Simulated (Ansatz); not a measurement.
Geometry optimisation, Ansatz 0.2.0, RKS PBE0-D4/STO-3G.

input.yaml

```yaml
crystal:
  periodic: [false, false, false]
  atoms:
    - { symbol: F, position_ang: [-1.6293, -2.2754, 0.7173] }
    - { symbol: Al, position_ang: [-0.3074, -1.6595, -0.308] }
    - { symbol: C, position_ang: [0.2556, 0.2152, -0.2025] }
    - { symbol: C, position_ang: [1.2642, 0.9885, -0.7244] }
    - { symbol: C, position_ang: [0.8945, 1.9946, -0.1266] }
    - { symbol: C, position_ang: [-0.0837, 1.5086, 0.5744] }
    - { symbol: H, position_ang: [0.461, -2.6631, -1.2971] }
    - { symbol: H, position_ang: [-0.7627, 1.834, 1.3111] }
basis:
  gaussian: { orbitals: STO-3G }
hamiltonian:
  xc: pbe0
  dispersion: d4
relax:
  f_tol: 0.02
  max_steps: 40
```

Launched with:

```bash
$ ansatz run input.yaml --threads 1 --pin off --max-ram 2048MiB --backend cpu --events-out ev --progress --plain --runs-dir out
```

Where does it end, and by what steps?

The forces met the threshold. Limits of this set-up: minimal basis. After 12 steps the energy has fallen by 6.110 eV; C5 moved furthest, 0.82 Å. The start is strongly strained (largest force component 12 eV/Å).

```tsv
step	energy less start (eV)	largest force component (eV/Å)	accepted
0	0.0000	12.047	yes
1	-2.1682	4.523	yes
2	-3.8123	4.882	yes
3	-4.4963	4.692	yes
4	-5.2764	2.540	yes
5	-5.8337	2.065	yes
6	-5.9637	2.096	yes
7	-6.0614	1.142	yes
8	-6.0911	0.445	yes
9	-6.1022	0.177	yes
10	-6.1075	0.142	yes
11	-6.1092	0.077	yes
12	-6.1100	0.018	yes
```

```xyz
8
Properties=species:S:1:pos:R:3
F -1.287 -2.153 0.866
Al -0.251 -1.647 -0.275
C 0.131 0.218 -0.260
C 0.966 1.176 -0.991
C 1.314 1.617 0.464
C -0.112 1.376 0.550
H 0.334 -2.571 -1.286
H -1.001 1.927 0.875
```

Time of the run: 38 s on 1 thread of Intel(R) Xeon(R) Processor @ 2.70GHz (shared host), peak memory 0.13 GiB.
